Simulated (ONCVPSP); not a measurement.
**Before and after: ONCV potential for mercury**

* Element: Hg
* Generator: ONCVPSP 4.0.1
* Type: optimised norm-conserving Vanderbilt (ONCV)
* Functional: PBE
* Relativity: scalar-relativistic
* Frozen core: [Xe] 4f14
* Valence charge: 12
* Reference configuration: 5d10 6s1.75 6p0.25
* Partial waves: 6s: rc 2.00 bohr, ncon 4, nbas 8, qcut 2.9 1/bohr, 1 projector; 6p: rc 3.50 bohr, ncon 4, nbas 8, qcut 2.1 1/bohr, 2 projectors, debl 2.8 Ha; 5d: rc 1.50 bohr, ncon 4, nbas 8, qcut 7.2 1/bohr, 3 projectors, debl 1.2 Ha
* Local potential: polynomial inside 1.25 bohr (lpopt 5, dvloc0 3 Ha)
* Core correction: none

All-electron outer shells of the reference configuration (PBE, scalar-relativistic, ld1.x):

```csv
shell,level (eV),outermost node (bohr),outermost maximum (bohr)
4f,-96.50,–,0.37
5p,-67.14,0.51,0.93
5d,-10.46,0.55,1.17
6s,-7.26,1.08,2.18
6p,-1.37,1.28,3.30
```

Change: core correction Teter function, fcfact 5.5, rcfact 1.8.

Cutoffs: the cutoffs (Ha) at which the residual kinetic energy of the hardest occupied pseudo-wave falls to 1 and 0.1 mHa per electron; they do not see the model core or the augmentation charge, which bear on the density cutoff. Errors are all-electron minus pseudo energies relative to the spin-unpolarised reference configuration.

Q: How do hardness, ghosts and transferability respond?

A: The potential gets neither clearly harder nor softer (22 Ha and 27 Ha → 22 Ha and 27 Ha); both files keep a bound ghost (s); of the 3 tests that both files solve, the error grows in 2 and shrinks in 1 by more than 15 % and 0.3 meV (median size 1.7 → 11.3 meV). A model core, the more so a compact one, raises the density cutoff, which this test does not measure.

| quantity | base | changed |
| --- | --- | --- |
| cutoff, loose | 22 Ha | 22 Ha |
| cutoff, tight | 27 Ha | 27 Ha |
| bound ghosts | s | s |
| GHOST(+) flags under 300 eV | p at 29.3 eV | p at 29.3 eV |
| tests with a reliable result | 3 of 4 | 3 of 4 |
| error for 5d10 6s2 6p0, meV [ΔE -1.46 eV] | +1.0 | -0.7 |
| error for 5d10 6s1 6p0, meV [ΔE 9.23 eV] | -4.5 | -69 |
| error for 5d10 6s1.5 6p0, meV [ΔE 2.90 eV] | -1.7 | -11 |
| s: phases at 2.04 bohr within 0.05 rad from the reference energy up to (Ha; the scan ends near 5) | 1.2 | 1.2 |
| p: phases at 3.55 bohr within 0.05 rad from the reference energy up to (Ha; the scan ends near 5) | 0.7 | 0.7 |
| d: phases at 1.52 bohr within 0.05 rad from the reference energy up to (Ha; the scan ends near 5) | to the end of the scan | to the end of the scan |

 A true bound ghost makes a file unfit for plane-wave use even where its test errors are small: the radial tests pick states by their node count and pass the ghost by.
